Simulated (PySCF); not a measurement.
C₄H₁₀BN, SMILES CB(C=C)NC. Atoms are numbered in the order given.

```xyz
16

C     -1.7007    -1.0766     0.8390
C     -1.1299     0.1471     0.7918
B     -0.0085     0.6237    -0.2085
C     -0.1724     2.0264    -0.9393
N      1.1418    -0.1521    -0.4672
C      1.5670    -1.4121     0.1112
H     -1.3729    -1.8971     0.1765
H     -2.5399    -1.3149     1.5159
H     -1.5615     0.9159     1.4639
H     -0.2549     2.8432    -0.1891
H      0.6608     2.2839    -1.6264
H     -1.1178     2.0621    -1.5223
H      1.8036     0.2224    -1.1526
H      0.9351    -1.6557     0.9856
H      1.4894    -2.2584    -0.6083
H      2.6237    -1.3647     0.4530
```
Charge 0, spin multiplicity 1.

Coordinates come from a PBE-D3(BJ)/def2-SVP optimisation. The structure was generated by enumeration, and PubChem lists no compound with its InChIKey, so it may never have been made. One conformer was computed; it need not be the lowest.

Computed with PBE-D3(BJ)/def2-SVP (PySCF).

Harmonic, unscaled wavenumbers; measured fundamentals usually lie a few per cent lower.

Problem. Estimate the vibrational spectrum. (Estimate from the structure and the level; the computed values follow.)

Solution. 
```csv
mode,ν (cm⁻¹),IR (km/mol),moving atoms (share of kinetic energy)
1,94,0.5,"H 50 %, C 49 %"
2,119,1.4,H 90 %
3,156,0.5,"H 64 %, C 34 %"
4,194,0.9,"H 40 %, N 37 %, C 21 %"
5,214,0.2,"H 56 %, C 38 %"
6,256,0.7,"C 39 %, H 37 %, B 13 %, N 11 %"
7,279,1.5,"H 49 %, C 37 %"
8,412,4.5,"H 40 %, C 29 %, N 17 %, B 14 %"
9,517,3.0,"C 40 %, H 31 %, B 22 %"
10,592,17.6,"H 55 %, C 35 %"
11,664,22.0,"H 67 %, C 19 %, N 12 %"
12,685,11.1,"H 43 %, C 37 %, N 17 %"
13,803,1.7,"H 67 %, C 26 %"
14,857,28.3,"H 53 %, B 26 %, C 19 %"
15,929,30.8,"H 72 %, C 28 %"
16,982,20.9,"H 74 %, C 18 %"
17,1019,8.4,"H 91 %, C 9 %"
18,1039,22.3,"H 57 %, B 28 %, C 12 %"
19,1069,8.1,"H 32 %, C 30 %, B 22 %, N 15 %"
20,1102,1.8,"H 74 %, C 20 %"
21,1148,38.9,"H 40 %, N 22 %, B 20 %, C 19 %"
22,1250,0.6,"H 76 %, C 23 %"
23,1274,45.4,"H 63 %, C 28 %, B 8 %"
24,1305,48.0,"H 62 %, B 25 %, C 12 %"
25,1382,6.4,H 94 %
26,1389,10.9,"H 89 %, C 10 %"
27,1390,5.7,"H 85 %, C 15 %"
28,1404,26.5,"H 85 %, C 8 %"
29,1416,18.0,H 93 %
30,1426,5.5,H 90 %
31,1508,117.9,"N 37 %, H 35 %, B 26 %"
32,1634,12.4,"C 86 %, H 12 %"
33,2939,72.3,H 97 %
34,2956,9.0,H 97 %
35,3002,31.3,"H 91 %, C 9 %"
36,3032,14.8,H 93 %
37,3036,16.0,"H 91 %, C 9 %"
38,3048,20.3,H 93 %
39,3049,16.0,"H 91 %, C 9 %"
40,3081,5.2,"H 91 %, C 9 %"
41,3133,19.0,"H 89 %, C 11 %"
42,3495,8.8,H 93 %
```
